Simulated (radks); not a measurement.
Task: The mean radii <r> (bohr) of the occupied orbitals of an atom or ion are listed with their occupations. Method: Dirac Kohn-Sham, relativistic LDA (MacDonald-Vosko exchange, VWN5 correlation), spin-unpolarised, spherical densities, finite nucleus; Fermi nuclear charge, rms radius of each element as measured or else 0.836 A^(1/3) + 0.57 fm; computed with a radial shooting solver on a logarithmic mesh with Libxc functionals.

orbital  occ.      <r>
1s1/2       2  0.01875
2s1/2       2  0.07865
2p1/2       2  0.06510
2p3/2       4  0.07290
3s1/2       2   0.2050
3p1/2       2   0.1948
3p3/2       4   0.2093
3d3/2       4   0.1832
3d5/2       6   0.1877
4s1/2       2   0.4593
4p1/2       2   0.4645
4p3/2       4   0.4974
4d3/2       4   0.5146
4d5/2       6   0.5258
5s1/2       2    1.065
5p1/2       2    1.152
5p3/2       4    1.233
4f5/2       5   0.6054
4f7/2       8   0.6137

Name the element and its charge.

Result: Z = 73, tantalum, charge +6: Ta6+ in [Xe] 4f(5/2: 5, 7/2: 8). The 1s radius gives Z: for a bare nucleus <r> = (2 gamma + 1)/(2Z) with gamma = sqrt(1 - (Z/c)^2), 0.01844 bohr for Z = 73, and screening makes it slightly larger (0.01875 here). The occupations add up to 67, and the charge is Z minus that.
